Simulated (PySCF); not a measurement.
**Spin-rotation constants: SMILES C#C/C(F)=C/C(F)(F)F, C5H2F4**

Cartesian coordinates in Å; atom numbers follow the order of the lines, from 1:
```xyz
11

C     3.0730    0.1131   -0.1471
C     1.8947   -0.0524    0.0128
C     0.5225   -0.3035    0.2428
F     0.2667   -1.2217    1.1782
C    -0.4654    0.3113   -0.4127
C    -1.9118    0.0240   -0.1572
F    -2.2842    0.2920    1.1048
F    -2.2405   -1.2576   -0.3860
F    -2.6958    0.7663   -0.9519
H     4.0977    0.2790   -0.3064
H    -0.2516    1.0521   -1.1633
```

Computed with GIAO B3LYP/pcSseg-1 magnetisability, rotational g tensor and spin-rotation constants, non-relativistic, gas phase in PySCF. Geometry: GFN2-xTB.

Problem. Give the nuclear spin-rotation constants along the inertial axes (H = +C I·J) beside the isotropic shieldings.

Solution. Rotational constants 3.6002, 0.9277, 0.8462 GHz. A star marks the isotopologue with that one atom substituted, in its own axes.
```
atom  isotope  Caa (kHz)  Cbb (kHz)  Ccc (kHz)  mean (kHz)  σ (ppm)
  F4      19F      6.511      1.336      0.392       2.747    255.1
  F7      19F      5.742      1.151      1.053       2.649    234.0
  F8      19F      5.762      1.148      1.046       2.652    234.3
  F9      19F      4.395      1.173      1.199       2.256    244.2
 H10       1H      0.076     -0.098     -0.101      -0.041     28.9
 H11       1H     -0.383      0.090     -0.111      -0.135     26.1
  C1     13C*      0.486      0.282      0.284       0.350     89.6
  C2     13C*      0.063      0.312      0.309       0.228    103.3
  C3     13C*      1.448      0.405      0.206       0.686     23.4
  C5     13C*      1.112      0.390      0.154       0.552     62.6
  C6     13C*      1.190      0.293      0.263       0.582     48.2
```
For the geometry as given, no vibrational averaging.
